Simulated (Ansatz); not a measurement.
```xyz
7

O     1.2714   -0.2559    0.9914
Sn   -0.2458    0.2886   -0.0853
O    -1.2299   -1.3223   -0.4900
Cl   -1.6475    1.7197    1.0230
Cl    0.5112    1.3472   -1.9834
H     2.0287    0.3315    0.9137
H    -0.6881   -2.1088   -0.3694
```

The species carries charge 0 and has multiplicity 1. Sn: def2 effective core potential.

Question: List the r2SCAN/def2-TZVPP orbital energies in eV (Ansatz 0.2.0). (Estimate.)

Answer: The calculation gave: Occupied: -2753.78, -2753.77, -516.49, -516.46, -255.15, -255.14, -193.70, -193.69, -193.54, -193.53, -193.53, -193.53, -138.90, -93.77, -93.72, -93.69, -28.83, -28.59, -28.30, -28.08, -28.07, -26.20, -25.54, -21.63, -21.22, -14.34, -12.86, -11.70, -10.43, -9.60, -9.48, -8.71, -8.67, -8.54, -8.52, -8.29, -8.25. Lowest empty: -3.14, -0.27, 0.01, 0.44, 1.58, 2.09, 2.65, 2.87.
